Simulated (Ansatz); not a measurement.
The same bond dissociation along the group F, Cl, Br.

Computed with Ansatz on PBE0-D4/def2-TZVP structures; ΔE is electronic, products minus reactants. CCSD(T)/CBS is the MP2 limit (def2-TZVPP, def2-QZVPP) plus CCSD(T) − MP2 in def2-TZVPP, frozen cores. This one scheme is used for every species, atoms too. Functionals use def2-TZVPP. No spin–orbit coupling; open shells (•) take unrestricted orbitals. Spin–orbit coupling would lower the free atoms: a little for Cl, F; clearly for Br. For Br, Ga outer-core shells are correlated without core-valence functions, so the limit isn't a true one: a few kJ/mol of doubt a bond, and 10 to 20 or more in all where bonds break to atoms. Scalar relativity is left out up to krypton. Each species was taken in one conformer, which may not be the lowest.

```csv
reaction,ωB97X-V (eV),CCSD/CBS(def2) (eV)
`[OH][Ga]([F])[F]` → F• + `[OH][Ga][F]`•,5.48,5.52
`[OH][Ga]([Cl])[Cl]` → Cl• + `[OH][Ga][Cl]`•,4.49,4.46
`[OH][Ga]([Br])[Br]` → Br• + `[OH][Ga][Br]`•,3.94,4.02
```

**Question.** Give the CCSD(T)/CBS values in the same order. (An estimate is asked.)

**Answer.** Computed: 5.61, 4.55, 4.10 eV.

Largest T1 diagnostic: 0.018, for `[OH][Ga][F]`•.
